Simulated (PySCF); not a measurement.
FGeH6NSi, SMILES F[SiH2][NH][GeH3].

Geometry: B3LYP-D3(BJ)/def2-SVP. This is a generated structure with no PubChem entry under its InChIKey; it may be hypothetical. Other conformers were not sampled.

The numbers are results of B3LYP-D3(BJ)/def2-SVP in PySCF 2.14.0, not measurements.

Frequencies are harmonic and unscaled.

```csv
mode,ν (cm⁻¹),IR (km/mol),Raman (Å⁴/amu),depolarisation,moving atoms (share of kinetic energy)
1,58,1.1,0.0,–,"F 46 %, N 19 %, H 17 %, Ge 12 %"
2,70,0.2,0.3,0.69,H 85 %
3,176,0.7,0.5,0.17,"Si 28 %, H 27 %, N 21 %, Ge 20 %"
4,301,13.1,2.0,0.74,"F 32 %, N 24 %, H 22 %, Si 22 %"
5,397,72.3,4.3,0.69,"H 77 %, N 19 %"
6,519,8.1,16.9,0.35,"H 33 %, N 27 %, Si 22 %, Ge 17 %"
7,582,0.7,4.2,0.68,H 88 %
8,640,68.5,10.0,0.72,"H 86 %, N 10 %"
9,749,167.4,5.3,0.53,"H 57 %, N 25 %, Si 12 %"
10,818,15.0,13.2,0.74,H 89 %
11,838,205.7,5.2,0.29,"H 48 %, F 25 %, N 13 %, Si 13 %"
12,858,135.1,10.5,0.75,"H 55 %, F 28 %, Si 15 %"
13,868,45.9,25.1,0.74,H 95 %
14,893,100.5,32.6,0.72,H 93 %
15,934,60.0,10.2,0.73,"H 83 %, N 15 %"
16,959,82.3,6.1,0.62,"H 74 %, N 16 %, Si 10 %"
17,983,261.8,8.2,0.75,"H 60 %, Si 28 %"
18,1191,145.0,2.1,0.64,"H 70 %, N 27 %"
19,2119,144.7,138.8,0.46,H 98 %
20,2129,110.3,228.9,0.11,H 99 %
21,2159,78.0,87.0,0.32,H 99 %
22,2255,128.9,169.9,0.17,H 97 %
23,2269,121.1,71.7,0.32,H 96 %
24,3576,33.3,86.6,0.24,H 93 %
```
